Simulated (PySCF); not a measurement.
Job for PySCF: R-M06-2X/6-31G* on CH6OSi (a complex), monomers drawn apart or pushed together.

```python
from pyscf import gto, scf, dft, mp
from pyscf.data.elements import chemcore

mol = gto.M(
    atom='''
    Si    0.02133810    0.09222757    0.17658511
    H    -0.65051746   -1.10977309    0.72361901
    H     0.49347010    0.92815319    1.30420815
    H    -0.93864319    0.86205424   -0.64424828
    H     1.17498436   -0.32248442   -0.65109182
    C    -0.33679700   -0.64946052    6.97323794
    O    -0.02262948   -0.10250236    7.99224246
    H    -1.31051280   -0.46305685    6.47950929
    H     0.32755962   -1.37461365    6.46401729
    ''',
    basis='6-31g*',
    cart=True,
    charge=0, spin=0, verbose=3, max_memory=1800)
mf = dft.RKS(mol, xc='m062x')
mf.conv_tol = 1e-8
mf.max_cycle = 100
mf.kernel()
if not mf.converged:
    mf = mf.newton().run(mf.mo_coeff, mf.mo_occ)
```

The log:

```
converged SCF energy = -406.265567928482
```

Self-consistency was reached.

Cost: about 9 core-seconds (a rough figure).
